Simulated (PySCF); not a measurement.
Job file and geometry (Å, from PBE0-D3(BJ)/def2-SVP) of an NMR shielding run on SMILES C[Se]C, C$_{2}$H$_{6}$Se, GIAO PBE0/def2-TZVP NMR shielding, non-relativistic, gas phase (PySCF); density fitting, a coarse starting grid and PySCF grid level 2 are the driver's defaults:

```
{"job": {"kind": "nmr", "xc": "PBE0", "basis": "def2-TZVP", "pop": false}, "charge": 0, "multiplicity": 1}
C      1.449745     0.081852     0.137935
Se     0.053553     0.614432    -1.099292
C     -1.443178    -0.069653    -0.071486
H      1.456931    -1.008997     0.272218
H      2.407881     0.393476    -0.300016
H      1.322323     0.580235     1.109218
H     -1.359403    -1.157235     0.063235
H     -2.356027     0.150273    -0.641709
H     -1.504716     0.427607     0.906766
```

Q: Write the output of this run.

A: 
```
coarse grid: 8344 points
cycle   1  E = -2480.9891419084  dE = -8.955e-01  |g| = 3.573e-01  |ddm| = 2.145e+00
cycle   2  E = -2480.9897038395  dE = -5.619e-04  |g| = 3.291e-01  |ddm| = 4.388e-01
cycle   3  E = -2481.0087794828  dE = -1.908e-02  |g| = 6.179e-02  |ddm| = 2.107e-01
cycle   4  E = -2481.0098369138  dE = -1.057e-03  |g| = 9.417e-03  |ddm| = 5.951e-02
cycle   5  E = -2481.0098645893  dE = -2.768e-05  |g| = 2.372e-03  |ddm| = 1.009e-02
cycle   6  E = -2481.0098658992  dE = -1.310e-06  |g| = 6.036e-04  |ddm| = 2.419e-03
final grid: 67728 points
cycle   7  E = -2481.0165994505  dE = -2.281e-05  |g| = 6.689e-03  |ddm| = 2.515e-02
cycle   8  E = -2481.0165924124  dE =  7.038e-06  |g| = 8.407e-03  |ddm| = 9.073e-03
cycle   9  E = -2481.0166101189  dE = -1.771e-05  |g| = 7.638e-04  |ddm| = 5.351e-03
cycle  10  E = -2481.0166102335  dE = -1.146e-07  |g| = 1.058e-04  |ddm| = 6.222e-04
cycle  11  E = -2481.0166102345  dE = -1.033e-09  |g| = 3.619e-05  |ddm| = 8.833e-05
cycle  12  E = -2481.0166102348  dE = -3.074e-10  |g| = 4.426e-06  |ddm| = 2.872e-05
converged SCF energy = -2481.0166102348

GIAO shielding tensors (ppm)
atom      isotropic    diamagn.    paramagn.     s11        s22        s33       span
  0 C      170.460     246.053     -75.592    154.338    168.061    188.982     34.644
  1 Se    1827.869    2998.645   -1170.776   1599.127   1617.501   2266.979    667.852
  2 C      170.447     246.072     -75.626    154.314    168.057    188.968     34.654
  3 H       29.659      29.707      -0.048     24.132     27.309     37.535     13.404
  4 H       29.946      28.747       1.200     24.709     26.660     38.470     13.761
  5 H       29.642      29.677      -0.035     24.096     27.297     37.534     13.437
  6 H       29.653      29.712      -0.059     24.118     27.307     37.534     13.416
  7 H       29.947      28.758       1.188     24.710     26.661     38.470     13.760
  8 H       29.647      29.689      -0.042     24.110     27.300     37.531     13.421
```

Relativistic effects, spin–orbit coupling among them, are left out; they matter for Se and for the light atoms bonded to it.

Size and cost of the density-fitted run: 146 basis functions, roughly 9 core-seconds.
